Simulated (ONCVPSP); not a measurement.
Configuration tests for arsenic (ONCV)

- Element: arsenic (As)
- Generator: ONCVPSP 4.0.1
- Type: optimised norm-conserving Vanderbilt (ONCV)
- Functional: PBEsol
- Relativity: scalar-relativistic
- Frozen core: [Ar] 3d10
- Valence charge: 5
- Reference configuration: 4s2 4p2 (charge +1)
- Partial waves: 4s: rc 1.40 bohr, ncon 4, nbas 8, qcut 5.9 1/bohr, local; 4p: rc 1.65 bohr, ncon 3, nbas 6, qcut 4.6 1/bohr, 1 projector
- Local potential: the s channel
- Core correction: Teter function fitted to the true core (icmod 2), fcfact 0.45

Energies are relative to the spin-unpolarised reference configuration 4s2 4p2; without spin polarisation the order of configurations can differ from experiment.

| valence configuration | charge | ΔE all-electron (eV) | error AE − PS (meV) |
| --- | --- | --- | --- |
| 4s2 4p3 | 0 | -9.158 | +1.4 |
| 4s2 4p1 | +2 | 17.942 | -4.7 |

Problem. What are ΔE and the potential's error for 4s2 4p2.5?

Solution. ΔE = -5.600 eV all-electron; the error (AE − PS) is +0.7 meV.

Problem. What are ΔE and the potential's error for 4s2 4p0?

Solution. ΔE = 45.665 eV all-electron; the error (AE − PS) is -27 meV.

Levels in the configuration 4s2 4p2.5:

```tsv
level	all-electron (eV)	pseudo (eV)
4s	-18.758	-18.754
4p	-9.101	-9.101
```
